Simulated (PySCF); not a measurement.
Sn(F)(Cl)2(OH) (Cl₂FHOSn), SMILES [OH][Sn]([F])([Cl])[Cl].

Coordinates come from a B3LYP-D3(BJ)/def2-SVP optimisation. The def2 effective core potentials stand for the cores of Sn; spin–orbit coupling is left out. Other conformers were not sampled.

The numbers are results of PBE/def2-TZVP in PySCF, not measurements.

Symmetry labels are those of the subgroup Cs that the program uses (full group Cs).

Computed valence orbital energies around the gap with their symmetry:
```
orbital  symmetry  energy (eV)
-------  --------  -----------
HOMO−7         A'        -9.94
HOMO−6         A"        -9.43
HOMO−5         A'        -9.12
HOMO−4         A'        -8.62
HOMO−3         A'        -8.54
HOMO−2         A"        -8.48
HOMO−1         A"        -8.37
HOMO           A"        -8.11
LUMO           A'        -4.19
LUMO+1         A'        -1.04
LUMO+2         A'        -0.83
LUMO+3         A"        -0.41
```
